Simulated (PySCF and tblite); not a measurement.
**Conformers and averaged properties: C8H13NSe, numbered as in [CH3:1][CH:2]([CH3:3])[c:4]1[cH:5][cH:6][n:7]([CH3:8])[c:9]1[SeH:10]**

Geometries GFN2-xTB; weights from CAM-B3LYP-D3(BJ)/6-31G* energies and GFN2-xTB thermal corrections, with symmetry numbers and mirror pairs. Conformers within 2.5 kcal/mol (GFN2-xTB free energy) were kept, 4 at most. GIAO shieldings: CAM-B3LYP/6-31G*. Shifts are against NH3 (¹⁵N) at the same level. (PySCF 2.14, tblite 0.8.)

Torsions listed: C1–C2–C4–C5, N7–C9–Se10–H10. Of a mirror pair one member is shown.

```json
{"conformer": "1", "shape": "57°, -70°", "symmetry": "C1 (pair)", "E(GFN2) kcal/mol": "0.00", "E(DFT) kcal/mol": "0.00", "G(298.15 K) kcal/mol": "0.00", "weight %": "98.5", "dipole D": "2.20"}
{"conformer": "2", "shape": "-118°, -60°", "symmetry": "C1 (pair)", "E(GFN2) kcal/mol": "0.40", "E(DFT) kcal/mol": "1.95", "G(298.15 K) kcal/mol": "2.49", "weight %": "1.5", "dipole D": "2.25"}
```

Weights (%) against temperature:

```
 T (K)     1    2  S(mix) cal/mol/K
   250  99.3  0.7              1.47
298.15  98.5  1.5              1.53
   350  97.5  2.5              1.61
```

Averaged shifts at 298.15 K. ¹⁵N: 148.8 (N7) ppm.

Coordinates of conformer 1 (Å):

```xyz
23

C    -2.521   -0.961    0.114
C    -1.598    0.179    0.543
C    -2.215    1.536    0.200
C    -0.252    0.043   -0.096
C     0.043   -0.021   -1.471
C     1.403   -0.126   -1.599
N     1.968   -0.118   -0.369
C     3.366   -0.254   -0.085
C     0.962   -0.038    0.557
Se    1.302    0.095    2.420
H    -3.482   -0.879    0.618
H    -2.691   -0.928   -0.960
H    -2.079   -1.923    0.363
H    -1.458    0.126    1.631
H    -1.562    2.342    0.527
H    -3.179    1.649    0.691
H    -2.360    1.624   -0.875
H    -0.665    0.010   -2.275
H     2.006   -0.210   -2.482
H     3.945    0.055   -0.954
H     3.620   -1.291    0.157
H     3.634    0.376    0.765
H     1.808   -1.261    2.592
```

Spin–orbit effects of the heavy atoms on shieldings are missing. Unscaled ¹⁵N shifts at such levels can be off by tens of ppm; differences between conformers or isomers are more reliable.

Search and properties took 2.3 min on 1 thread of Arm Neoverse V1, on a host shared with other jobs (rough), launched as `OMP_NUM_THREADS=1 python ens_run.py task.json out`.


¹⁵N shifts are against a computed isolated NH3 molecule, about 20 ppm from the liquid.